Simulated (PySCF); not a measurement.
## Bond curve of Sn2

Set-up: basis Sn cc-pVTZ-PP with ECP28; scalar-relativistic core potentials; PySCF 2.14. Energies in eV from Sn + Sn in their ground configurations at the same level. State: ³Σg⁻ (triplet), unpaired electrons π ↑↑.

All columns are PBE0.

```csv
R (Å),E (eV),HOMO (eV),LUMO (eV),Mayer bond order,⟨S²⟩
2.371,-1.451,-5.01,-3.65,1.92,2.00
2.481,-1.984,-5.05,-3.49,1.93,2.00
2.592,-2.274,-5.07,-3.35,1.93,2.00
2.674,-2.375,-5.08,-3.26,1.94,2.00
2.757,-2.402,-5.08,-3.17,1.94,2.00
2.840,-2.371,-5.06,-3.10,1.95,2.00
2.950,-2.265,-5.04,-3.01,1.96,2.00
3.088,-2.061,-5.00,-2.92,1.97,2.00
3.253,-1.755,-4.93,-2.88,1.98,2.00
3.474,-1.305,-4.82,-3.06,1.98,2.00
```

Spin–orbit coupling is left out, which matters for elements this heavy, above all for dissociation energies. The state was picked by a PBE0 search and need not be the measured ground state.
